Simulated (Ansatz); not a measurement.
Cost and result for the atomization energy of FH2InO2 (`[OH][In]([OH])[F]`) (6 atoms, 5 bonds).

The species carries charge 0 and has multiplicity 1. Correlated methods include outer-core shells of In, which these sets cover unevenly. In: def2 effective core potential. Geometry: relaxed with PBE0-D4/def2-TZVP. It is one conformer, not always the lowest. Program: Ansatz. All runs use 2 threads of a server CPU on a shared host. Times are those of one run each, without the atoms' runs, and a repeat can differ threefold. Electronic energies, without spin–orbit coupling; frozen cores. CCSD(T)/CBS adds CCSD(T) − MP2 in def2-TZVPP to the MP2 limit, and its time is that of the two runs behind it. T1 = 0.017. With those shells the extrapolation isn't a true limit. B3LYP takes the VWN-RPA correlation (the form of Gaussian; ORCA's B3LYP/G).

CCSD(T)/CBS is a level of theory with its own doubt, some kJ/mol a heavy atom from the limit and from the frozen cores, so smaller differences don't rank the functionals.

| level | functions | wall time | atomization (kJ/mol) | difference from CCSD(T)/CBS | per bond |
| --- | --- | --- | --- | --- | --- |
| revPBE-D4/def2-TZVPP | 171 | 1.4 s | 1909.0 | -66.3 | -13.3 |
| BLYP-D4/def2-TZVPP | 171 | 1.6 s | 1941.8 | -33.5 | -6.7 |
| PBE-D4/def2-TZVPP (with forces) | 171 | 1.8 s | 1989.4 | 14.1 | 2.8 |
| PBE0-D4/def2-TZVPP | 171 | 2.1 s | 1893.0 | -82.3 | -16.5 |
| CAM-B3LYP-D4/def2-TZVPP | 171 | 2.5 s | 1934.8 | -40.5 | -8.1 |
| B3LYP-D4/def2-TZVPP (with forces) | 171 | 2.7 s | 1902.2 | -73.1 | -14.6 |
| CCSD(T)/def2-SVP | 78 | 3.3 s | 1760.0 | -215.3 | -43.1 |
| r2SCANh-D4/def2-TZVPP | 171 | 3.4 s | 1904.7 | -70.6 | -14.1 |
| PBE-QIDH/def2-TZVPP | 171 | 4.1 s | 1891.6 | -83.7 | -16.8 |
| ωB97X-V/def2-TZVPP | 171 | 5.5 s | 1946.3 | -29.0 | -5.8 |
| MP2/def2-QZVPP | 313 | 10 s | 2026.8 | 51.5 | 10.3 |
| CCSD(T)/def2-TZVPP | 171 | 63 s | 1888.1 | -87.2 | -17.4 |
| CCSD(T)/CBS(def2) | – | 73 s | 1975.3 | 0.0 | 0.0 |

In def2-TZVPP, CCSD(T) changes the Hartree–Fock value by +687.6 kJ/mol (the triples alone add +49.9 kJ/mol) and MP2 by +772.9 kJ/mol; breaking electron pairs costs correlation energy, which Hartree–Fock lacks. The D4 term adds +13.8 kJ/mol with B3LYP and +7.2 kJ/mol with PBE0; it sums over pairs of atoms, weighted by their polarisabilities, and B3LYP, whose exchange is more repulsive, gets the larger term. At CCSD(T), def2-SVP lies −215.3 kJ/mol from the extrapolated value and def2-TZVPP −87.2 kJ/mol: correlation converges slowly with the basis, and small sets miss more of it in the bonded molecule than in its fragments.

Spin–orbit coupling would lower the free In atoms strongly, and the atomization energy with them, by more than many differences here.
